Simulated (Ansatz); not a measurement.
```yaml
crystal:
  periodic: [true, true, true]
  atoms:
    - {symbol: F, position_ang: [-0.226722, -1.126191, 1.885975]}
    - {symbol: C, position_ang: [0.105699, -0.841421, 0.599587]}
    - {symbol: F, position_ang: [0.530240, -2.015743, 0.055095]}
    - {symbol: C, position_ang: [-1.063426, -0.250288, -0.172259]}
    - {symbol: C, position_ang: [-0.401890, 0.897583, -0.920066]}
    - {symbol: O, position_ang: [0.593891, 1.367155, -0.028507]}
    - {symbol: C, position_ang: [1.206533, 0.221935, 0.512479]}
    - {symbol: H, position_ang: [-1.536019, -0.997727, -0.808134]}
    - {symbol: H, position_ang: [-1.791608, 0.130441, 0.544786]}
    - {symbol: H, position_ang: [0.055317, 0.548365, -1.857162]}
    - {symbol: H, position_ang: [-1.073469, 1.725376, -1.144968]}
    - {symbol: H, position_ang: [2.001802, -0.155514, -0.143773]}
    - {symbol: H, position_ang: [1.619851, 0.461428, 1.491848]}
basis:
  gaussian: {orbitals: def2-SVP}
total_charge: -1
magnetization: {spin_polarized: true, initial_magnetization: 1}
hamiltonian: {xc: {name: SPW92}}
output: {forces: true}
```

```sh
$ ansatz run in.yaml --threads 4 --pin off --events-out ev --progress --plain --max-ram 11315MiB
```

Shortened log:

```
Error: YAML parse error: error: line 2 column 3: crystal: missing field `lattice` (a structure is typed as `lattice` and `atoms`, a molecule's as `atoms` in Å alone, or read from a run's directory, `checkpoint`)
 --> <input>:2:3
1 | crystal:
2 |   periodic: [true, true, true]
3 |   atoms:
4 |     - {symbol: F, position_ang: [-0.226722, -1.126191, 1.885975]}
```

In this input the molecule is marked periodic without a cell. The input was rejected before any iteration.
